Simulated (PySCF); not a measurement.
**Computed spin Hamiltonian**

Species: C₆H₈FOSi (doublet state).
Atom-mapped SMILES: `[CH:1]#[C:2][C:3]1[CH2:4][O:5][CH2:6][C@H:7]([F:8])[SiH2:9]1` (hydrogens: H10 on C1; H11, H12 on C4; H13, H14 on C6; H15 on C7; H16, H17 on Si9)

Structure used (GFN2-xTB), in Å, numbered top down from 1:
```xyz
17
C6H8FOSi angstrom
C      3.5433   -0.1398   -0.7199
C      2.3488   -0.0433   -0.5226
C      1.0003    0.0470   -0.3079
C      0.4000    1.4119   -0.1547
O     -0.9942    1.4829   -0.3182
C     -1.7412    0.7131    0.5930
C     -1.8193   -0.7466    0.1459
F     -2.4950   -1.4706    1.1211
Si    -0.0612   -1.4779   -0.1224
H      4.5747   -0.2251   -0.8904
H      0.8096    2.0953   -0.9074
H      0.6796    1.8131    0.8395
H     -1.3069    0.7630    1.6018
H     -2.7390    1.1620    0.6235
H     -2.4413   -0.8147   -0.7520
H     -0.0480   -2.3188   -1.3232
H      0.2827   -2.2394    1.0840
```

The hyperfine couplings belong to this conformer and change with its torsions.

Theory: UKS B3LYP, pcH-1 on C F H O Si, non-relativistic, mean-field spin-orbit, GIAO in PySCF 2.14.0. Geometry: GFN2-xTB, one conformer, isolated molecule. The geometry wasn't refined by DFT: couplings that depend on bond lengths, twists or pyramidal angles can differ widely from those at the functional's own minimum. The SCF solution wasn't tested for stability.

| Quantity | Value |
| --- | --- |
| g1, g2, g3 | 2.00216, 2.00276, 2.00341 |
| g_iso | 2.00278 |
| Form of g | rhombic: the two nearest values differ by 48 % of g3 − g1 |
| ⟨S²⟩ | 0.7663 (exact 0.7500) |
| HOMO–LUMO gap, α and β orbitals | 6.18, 4.26 eV |

Isotropic coupling and dipolar principal values T1 to T3, in mT (MHz turned into mT with g_iso):

| atom | isotope | a_iso | of which spin–orbit | T1 | T2 | T3 | Mulliken spin population |
| --- | --- | --- | --- | --- | --- | --- | --- |
| C1 | 13C | 1.41 | 0.00 | -1.43 | -1.09 | 2.52 | 0.49 |
| C2 | 13C | -2.09 | 0.00 | -0.71 | -0.03 | 0.74 | -0.24 |
| C3 | 13C | 2.29 | 0.00 | -2.10 | -2.06 | 4.17 | 0.74 |
| C4 | 13C | -1.00 | 0.00 | -0.06 | 0.02 | 0.05 | -0.06 |
| O5 | 17O | 0.04 | 0.00 | -0.07 | 0.03 | 0.05 | 0.00 |
| C6 | 13C | -0.03 | 0.00 | -0.02 | -0.01 | 0.03 | 0.00 |
| C7 | 13C | -0.05 | 0.00 | -0.02 | -0.01 | 0.03 | 0.00 |
| F8 | 19F | -0.11 | 0.00 | -0.07 | 0.02 | 0.06 | 0.00 |
| Si9 | 29Si | 1.30 | 0.00 | -0.07 | -0.02 | 0.09 | -0.03 |
| H10 | 1H | -1.34 | 0.00 | -0.64 | -0.06 | 0.70 | -0.02 |
| H11 | 1H | 2.19 | 0.00 | -0.13 | -0.10 | 0.22 | 0.02 |
| H12 | 1H | 3.43 | 0.00 | -0.15 | -0.07 | 0.22 | 0.04 |
| H13 | 1H | 0.03 | 0.00 | -0.07 | -0.05 | 0.12 | 0.00 |
| H14 | 1H | 0.06 | 0.00 | -0.03 | -0.03 | 0.06 | 0.00 |
| H15 | 1H | 0.00 | 0.00 | -0.04 | -0.04 | 0.08 | 0.00 |
| H16 | 1H | 1.31 | 0.00 | -0.08 | -0.05 | 0.14 | 0.02 |
| H17 | 1H | 1.77 | 0.00 | -0.09 | -0.05 | 0.13 | 0.03 |

Largest spin populations (Mulliken): C3 (+0.74), C1 (+0.49) and C2 (-0.24). The angles at C3 add up to 359.9°, so it is planar.

Axes: g3 points within 1° of the C2–C3 bond.

Under fast tumbling the dipolar parts average out, and these isotropic splittings remain (the largest six): 1 × 1H (H12, I = 1/2, 2 lines) with 3.43 mT, 1 × 1H (H11, I = 1/2, 2 lines) with 2.19 mT, 1 × 1H (H17, I = 1/2, 2 lines) with 1.77 mT, 1 × 1H (H10, I = 1/2, 2 lines) with 1.34 mT, 1 × 1H (H16, I = 1/2, 2 lines) with 1.31 mT and 1 × 19F (F8, I = 1/2, 2 lines) with 0.11 mT.

The 13C coupling of C3 (64.3 MHz) shows only in satellite lines or after enrichment, since that isotope makes up about 1.07 % of natural carbon.

The 29Si coupling of Si9 (36.4 MHz) shows only in satellite lines or after enrichment, since that isotope makes up about 4.7 % of natural silicon.

Examples of negative spin density at the nucleus (bohr⁻³): C2 (-0.0522), Si9 (-0.0410) and C4 (-0.0250).
